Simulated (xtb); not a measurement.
xtb input (GFN2-xTB):

```bash
xtb mol.xyz --gfn 2 --sp --chrg -1 --uhf 0
```
mol.xyz:
```
14

C     -1.43277982    -0.39193831    -1.07678693
Si     0.01051699    -0.07688569     0.16273117
C      1.54925178    -0.37463199    -0.94783919
N     -0.02352788    -0.81601725     1.63932141
N     -0.07580530     1.69058251     0.39281871
H     -1.40744381    -1.42511503    -1.43958171
H     -2.39548249    -0.24460795    -0.57673325
H     -1.39491534     0.26768712    -1.95365869
H      1.64936024    -1.43465477    -1.20784094
H      2.45537765    -0.07544991    -0.41289193
H      1.50384869     0.19909160    -1.88090936
H      0.38770186    -1.74189575     1.70361934
H     -0.91585737     2.12090270     0.02625293
H     -0.03332701     1.88790674     1.38628297
```

End of the output:

```
         :::::::::::::::::::::::::::::::::::::::::::::::::::::
         ::                     SUMMARY                     ::
         :::::::::::::::::::::::::::::::::::::::::::::::::::::
         :: total energy             -16.619294699926 Eh    ::
         :: gradient norm              0.018455059814 Eh/a0 ::
         :: HOMO-LUMO gap              6.153464196939 eV    ::
         ::.................................................::
         :: SCC energy               -16.828846082948 Eh    ::
         :: -> isotropic ES            0.165966310458 Eh    ::
         :: -> anisotropic ES          0.018988561516 Eh    ::
         :: -> anisotropic XC          0.000172819166 Eh    ::
         :: -> dispersion             -0.009688789811 Eh    ::
         :: repulsion energy           0.209551383022 Eh    ::
         :: add. restraining           0.000000000000 Eh    ::
         :: total charge              -1.000000000000 e     ::
         :::::::::::::::::::::::::::::::::::::::::::::::::::::

           -------------------------------------------------
          |                Property Printout                |
           -------------------------------------------------

    * Orbital Energies and Occupations

         #    Occupation            Energy/Eh            Energy/eV
      -------------------------------------------------------------
         1        2.0000           -0.4951146             -13.4728
       ...           ...                  ...                  ...
         4        2.0000           -0.3645258              -9.9193
         5        2.0000           -0.3105457              -8.4504
         6        2.0000           -0.3083382              -8.3903
         7        2.0000           -0.2873582              -7.8194
         8        2.0000           -0.2853235              -7.7640
         9        2.0000           -0.2803933              -7.6299
        10        2.0000           -0.2780211              -7.5653
        11        2.0000           -0.2336304              -6.3574
        12        2.0000           -0.2174372              -5.9168
        13        2.0000           -0.1914831              -5.2105
        14        2.0000           -0.1723204              -4.6891
        15        2.0000           -0.1390149              -3.7828
        16        2.0000           -0.1152905              -3.1372 (HOMO)
        17                          0.1108452               3.0163 (LUMO)
        18                          0.1264571               3.4411
        19                          0.1447779               3.9396
        20                          0.2353907               6.4053
        21                          0.2715614               7.3896
        22                          0.2763036               7.5186
        23                          0.3379185               9.1952
        24                          0.3584835               9.7548
        25                          0.3769882              10.2584
        26                          0.3820222              10.3954
        27                          0.3972269              10.8091
       ...                                ...                  ...
        34                          0.9960319              27.1034
      -------------------------------------------------------------
                  HL-Gap            0.2261356 Eh            6.1535 eV
             Fermi-level           -0.0022227 Eh           -0.0605 eV

     #   Z          covCN         q      C6AA      α(0)
     1   6 C        3.641    -0.173    24.282     7.086
     2  14 Si       3.384     0.430   110.334    20.763
     3   6 C        3.643    -0.173    24.272     7.083
     4   7 N        1.682    -0.573    36.569     8.934
     5   7 N        2.537    -0.468    32.371     8.450
     6   1 H        0.924    -0.052     4.148     3.185
     7   1 H        0.924    -0.051     4.108     3.170
     8   1 H        0.924    -0.042     3.891     3.085
     9   1 H        0.924    -0.056     4.232     3.217
    10   1 H        0.924    -0.044     3.955     3.110
    11   1 H        0.924    -0.035     3.746     3.027
    12   1 H        0.862     0.064     2.165     2.305
    13   1 H        0.860     0.080     1.993     2.211
    14   1 H        0.862     0.092     1.871     2.143

 Mol. C6AA /au·bohr⁶  :       2304.399963
 Mol. C8AA /au·bohr⁸  :      63021.465696
 Mol. α(0) /au        :         77.766252

Wiberg/Mayer (AO) data.
largest (>0.10) Wiberg bond orders for each atom

 ---------------------------------------------------------------------------
     #   Z sym  total        # sym  WBO       # sym  WBO       # sym  WBO
 ---------------------------------------------------------------------------
     1   6 C    3.916 --     7 H    1.009     6 H    1.009     8 H    1.001
                             2 Si   0.765
     2  14 Si   4.154 --     4 N    1.779     5 N    0.898     3 C    0.772
                             1 C    0.765
     3   6 C    3.923 --    10 H    1.010     9 H    1.010    11 H    1.002
                             2 Si   0.772
     4   7 N    2.894 --     2 Si   1.779    12 H    0.967
     5   7 N    3.014 --    13 H    0.997    14 H    0.996     2 Si   0.898
     6   1 H    0.997 --     1 C    1.009
     7   1 H    0.997 --     1 C    1.009
     8   1 H    0.998 --     1 C    1.001
     9   1 H    0.997 --     3 C    1.010
    10   1 H    0.998 --     3 C    1.010
    11   1 H    0.999 --     3 C    1.002
    12   1 H    0.996 --     4 N    0.967
    13   1 H    0.994 --     5 N    0.997
    14   1 H    0.992 --     5 N    0.996
 ---------------------------------------------------------------------------

Topologies differ in total number of bonds
Writing topology from bond orders to xtbtopo.mol

molecular dipole:
                 x           y           z       tot (Debye)
 q only:       -0.035       0.301      -0.239
   full:       -0.166       0.406      -1.252       3.372
molecular quadrupole (traceless):
                xx          xy          yy          xz          yz          zz
 q only:       -0.242      -0.762       2.736       0.138       1.036      -2.493
  q+dip:        0.856      -2.610       2.886       0.610       1.881      -3.742
   full:        2.035      -3.296       3.527       0.847       3.523      -5.561
Note: The following floating-point exceptions are signalling: IEEE_UNDERFLOW_FLAG IEEE_DENORMAL
normal termination of xtb

           -------------------------------------------------
          | TOTAL ENERGY              -16.619294699926 Eh   |
          | GRADIENT NORM               0.018455059814 Eh/α |
          | HOMO-LUMO GAP               6.153464196939 eV   |
           -------------------------------------------------

------------------------------------------------------------------------
------------------------------------------------------------------------
 total:
 SCF:
```

It need not be the lowest isomer of its formula. Whether it binds its extra electron was not tested at this geometry.
